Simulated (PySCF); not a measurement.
## Does the structure fit the spectrum?

A compound C4H8BFO2 gives the data below (simulated from a calculation) and was assigned the structure `OB(O)[C@@H]1CC[C@H]1F`.

13C{1H} NMR (computed): δ 165.7 (CH, d, J = 365.8 Hz), 90.5 (CH, d, J = 8.3 Hz), 52.5 (CH3, 2C).

1H NMR (600 MHz, computed): δ 7.20 (dd, J = 96.0, 13.0 Hz, 1H), 4.92 (dd, J = 24.3, 13.0 Hz, 1H), 3.67 (s, 6H).

Computational details: coordinates at the PBE0-D3(BJ)/def2-SVP level, σ from GIAO-KT2/pcSseg-1, B3LYP/pcJ-1 coupling constants (spin–dipole term only in couplings to heteroatoms), in PySCF 2.14 (one conformer, one averaged value for each set of equivalent atoms, non-relativistic Hamiltonian, no solvent).

Referencing at the same level of theory: 1H, 13C against TMS.

Question: Compare with the shifts computed for the proposed structure, pairing carbons in order of shift.

Answer: Mapped SMILES: `[OH:1][B:2]([OH:3])[C@@H:4]1[CH2:5][CH2:6][C@H:7]1[F:8]`. Hydrogens are named by the atom that carries them.

```
atom  computed for proposal  given list  difference
  C7                   91.5       165.7       -74.2
  C6                   36.3        90.5       -54.2
  C4                   36.2        52.5       -16.3
  C5                   13.9        52.5       -38.6
```

The rms difference is 50.5 ppm and the largest -74.2 ppm at C7 (sp3 CH bonded to F). The proposal also would give 4 carbon signals, not 3. The carbon types in order of shift don't match either: CH, CH2, CH, CH2 for the proposal against CH, CH, CH3, CH3 in the data. The proposal doesn't fit.

Question: Which isomer fits?

Answer: SMILES C(/B(OC)OC)=C\F.

1. δC 165.7, 90.5: alkene CH.
2. δC 52.5: methyl carbon bonded to O; deshielded by the electronegative neighbour.
3. δH 7.20, 4.92: hydrogen on an alkene CH; olefinic region.
4. δH 3.67: hydrogen on a methyl carbon bonded to O; its carbon carries O, an electronegative neighbour.
5. The protons at 4.92 and 7.20 share a coupling of 13.0 Hz (vicinal, trans across C=C).

Other isomers checked: CB1OCC(F)CO1 (rms 51.3 ppm).

The shifts were computed for this structure.

A carbon bonded to boron is broadened by the quadrupolar boron nucleus and is often missing from a measured spectrum. C–F couplings over four or more bonds (about 3 Hz to the para carbon of a fluoroarene) are left out. Common functionals overestimate the size of one-bond C–F couplings by tens of Hz; these are unscaled. Splittings below 1 Hz are ignored in the labels, and close J values are merged. Unscaled 3J(H,H) at this level run about 10 % above measured values. Shifts are as computed. Against solution values, carbons near 30 ppm lie about +2 ppm off and those near 130 ppm about -5 ppm. Of 1313 compounds with measured shifts, 239 miss one by over three times the rms of a fit or turn the order of signals round; such compounds aren't used in these exercises.
